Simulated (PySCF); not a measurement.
C6H13BO2, charge +1, doublet, geometry from GFN2-xTB (a state made from the parent by changing its charge; the spin is typed, not shown lowest); PBE0/STO-3G (PySCF).

Here is a job for PySCF.
```python
from pyscf import gto, scf, dft

mol = gto.Mole()
mol.atom = '''
    C    -1.729693   -0.040810    0.915683
    C    -0.776269   -0.149067   -0.299526
    C    -1.170417   -1.304417   -1.180947
    O    -0.748283    1.050226   -0.976688
    B     0.215667    1.878725   -0.476858
    O     1.006555    1.199640    0.405627
    C     0.741722   -0.151883    0.375914
    C     0.927742   -0.809584    1.717522
    C     1.629176   -0.834814   -0.693432
    H    -2.716467    0.183081    0.509258
    H    -1.438098    0.775721    1.571223
    H    -1.766754   -0.976791    1.463233
    H    -2.216900   -1.191191   -1.470398
    H    -0.602594   -1.322874   -2.107743
    H    -1.073030   -2.250082   -0.654703
    H     0.343541    2.992665   -0.759599
    H     0.419992   -0.267807    2.511490
    H     1.988407   -0.799268    1.975617
    H     0.602800   -1.846202    1.694423
    H     1.483229   -0.382575   -1.671012
    H     2.661495   -0.661947   -0.387712
    H     1.436305   -1.901826   -0.732582
'''
mol.basis = 'sto-3g'
mol.charge = 1
mol.spin = 1
mol.verbose = 4
mol.build()

mf = dft.UKS(mol)
mf.xc = 'pbe0'
mf.grids.atom_grid = (99, 590)
mf.grids.prune = None
mf.kernel()
```

The log (banner, timings and long lists left out):

```
PySCF version 2.14.0

[INPUT] verbose = 4
[INPUT] num. atoms = 22
[INPUT] num. electrons = 69
[INPUT] charge = 1
[INPUT] spin (= nelec alpha-beta = 2S) = 1
[INPUT] symmetry False subgroup None
[INPUT] Mole.unit = angstrom
[INPUT] Symbol           X                Y                Z      unit          X                Y                Z       unit  Magmom
[INPUT]  1 C     -1.729693000000  -0.040810000000   0.915683000000 AA   -3.268646049577  -0.077119723144   1.730390086920 Bohr   0.0
[INPUT]  2 C     -0.776269000000  -0.149067000000  -0.299526000000 AA   -1.466935808990  -0.281695804211  -0.566022107186 Bohr   0.0
[INPUT]  3 C     -1.170417000000  -1.304417000000  -1.180947000000 AA   -2.211767581535  -2.464990882227  -2.231666397627 Bohr   0.0
[INPUT]  4 O     -0.748283000000   1.050226000000  -0.976688000000 AA   -1.414049933668   1.984639508897  -1.845672829149 Bohr   0.0
[INPUT]  5 B      0.215667000000   1.878725000000  -0.476858000000 AA    0.407551564107   3.550275713373  -0.901131020308 Bohr   0.0
[INPUT]  6 O      1.006555000000   1.199640000000   0.405627000000 AA    1.902113279312   2.266991048073   0.766523938729 Bohr   0.0
[INPUT]  7 C      0.741722000000  -0.151883000000   0.375914000000 AA    1.401651440565  -0.287017272977   0.710374506390 Bohr   0.0
[INPUT]  8 C      0.927742000000  -0.809584000000   1.717522000000 AA    1.753178294256  -1.529892034830   3.245646192915 Bohr   0.0
[INPUT]  9 C      1.629176000000  -0.834814000000  -0.693432000000 AA    3.078696448714  -1.577569824953  -1.310396566009 Bohr   0.0
[INPUT] 10 H     -2.716467000000   0.183081000000   0.509258000000 AA   -5.133378656419   0.345972948611   0.962358146744 Bohr   0.0
[INPUT] 11 H     -1.438098000000   0.775721000000   1.571223000000 AA   -2.717611360285   1.465900239074   2.969181150617 Bohr   0.0
[INPUT] 12 H     -1.766754000000  -0.976791000000   1.463233000000 AA   -3.338681189480  -1.845867470940   2.765109626426 Bohr   0.0
[INPUT] 13 H     -2.216900000000  -1.191191000000  -1.470398000000 AA   -4.189333845548  -2.251024752047  -2.778649514108 Bohr   0.0
[INPUT] 14 H     -0.602594000000  -1.322874000000  -2.107743000000 AA   -1.138737624306  -2.499869557308  -3.983057010969 Bohr   0.0
[INPUT] 15 H     -1.073030000000  -2.250082000000  -0.654703000000 AA   -2.027732823442  -4.252038737814  -1.237209362931 Bohr   0.0
[INPUT] 16 H      0.343541000000   2.992665000000  -0.759599000000 AA    0.649198402559   5.655317232572  -1.435434074493 Bohr   0.0
[INPUT] 17 H      0.419992000000  -0.267807000000   2.511490000000 AA    0.793669854508  -0.506081884241   4.746028264584 Bohr   0.0
[INPUT] 18 H      1.988407000000  -0.799268000000   1.975617000000 AA    3.757544654168  -1.510397620129   3.733375057035 Bohr   0.0
[INPUT] 19 H      0.602800000000  -1.846202000000   1.694423000000 AA    1.139126907888  -3.488816150624   3.201995409164 Bohr   0.0
[INPUT] 20 H      1.483229000000  -0.382575000000  -1.671012000000 AA    2.802896590013  -0.722961972105  -3.157755030862 Bohr   0.0
[INPUT] 21 H      2.661495000000  -0.661947000000  -0.387712000000 AA    5.029496631899  -1.250898538977  -0.732669495207 Bohr   0.0
[INPUT] 22 H      1.436305000000  -1.901826000000  -0.732582000000 AA    2.714223081343  -3.593930276577  -1.384379343786 Bohr   0.0

nuclear repulsion = 503.5523989031
number of shells = 40
number of NR pGTOs = 174
number of NR cGTOs = 58
basis = sto-3g
ecp = {}

******** <class 'pyscf.dft.uks.UKS'> ********
method = UKS
initial guess = minao
damping factor = 0
level_shift factor = 0
DIIS = <class 'pyscf.scf.diis.CDIIS'>
diis_start_cycle = 1
diis_space = 8
diis_damp = 0
SCF conv_tol = 1e-09
SCF conv_tol_grad = None
SCF max_cycles = 50
direct_scf = True
direct_scf_tol = 1e-13
number electrons alpha = 35  beta = 34
XC library pyscf.dft.libxc version 7.1.2
    S. Lehtola, C. Steigemann, M. J. T. Oliveira, and M. A. L. Marques,  SoftwareX 7, 1–5 (2018)
XC functionals = pbe0
    C. Adamo and V. Barone,  J. Chem. Phys. 110, 6158 (1999)
    M. Ernzerhof and G. E. Scuseria,  J. Chem. Phys. 110, 5029 (1999)
radial grids:
    Treutler-Ahlrichs [JCP 102, 346 (1995); DOI:10.1063/1.469408] (M4) radial grids

becke partition: Becke, JCP 88, 2547 (1988); DOI:10.1063/1.454033
pruning grids: None
grids dens level: 3
symmetrized grids: False
atomic radii adjust function: <function treutler_atomic_radii_adjust>
User specified grid scheme (99, 590)
small_rho_cutoff = 0
Set gradient conv threshold to 3.16228e-05
tot grids = 1285024
init E= -407.502366138307

cycle= 1 E= -405.810919656747  delta_E= 1.69  |g|= 0.505  |ddm|= 4.05
cycle= 2 E= -405.616592548757  delta_E= 0.194  |g|= 0.829  |ddm|= 1.63
cycle= 3 E= -405.98468584841  delta_E= -0.368  |g|= 0.0558  |ddm|= 0.955
cycle= 4 E= -405.986668058154  delta_E= -0.00198  |g|= 0.0416  |ddm|= 0.128
cycle= 5 E= -405.987877791881  delta_E= -0.00121  |g|= 0.0135  |ddm|= 0.0554
cycle= 6 E= -405.988221231461  delta_E= -0.000343  |g|= 0.00378  |ddm|= 0.0588
cycle= 7 E= -405.988265867133  delta_E= -4.46e-05  |g|= 0.00127  |ddm|= 0.0243
cycle= 8 E= -405.988271597776  delta_E= -5.73e-06  |g|= 0.000594  |ddm|= 0.00852
cycle= 9 E= -405.988272538082  delta_E= -9.4e-07  |g|= 0.000135  |ddm|= 0.00355
cycle= 10 E= -405.988272622185  delta_E= -8.41e-08  |g|= 5.16e-05  |ddm|= 0.0012
cycle= 11 E= -405.988272626524  delta_E= -4.34e-09  |g|= 4.79e-05  |ddm|= 0.000245
cycle= 12 E= -405.988272628758  delta_E= -2.23e-09  |g|= 1.61e-05  |ddm|= 0.000152
cycle= 13 E= -405.988272629012  delta_E= -2.54e-10  |g|= 3.71e-06  |ddm|= 4.13e-05
Extra cycle  E= -405.988272629027  delta_E= -1.55e-11  |g|= 3.45e-06  |ddm|= 1.31e-05
converged SCF energy = -405.988272629027  <S^2> = 0.76566109  2S+1 = 2.0156002
```
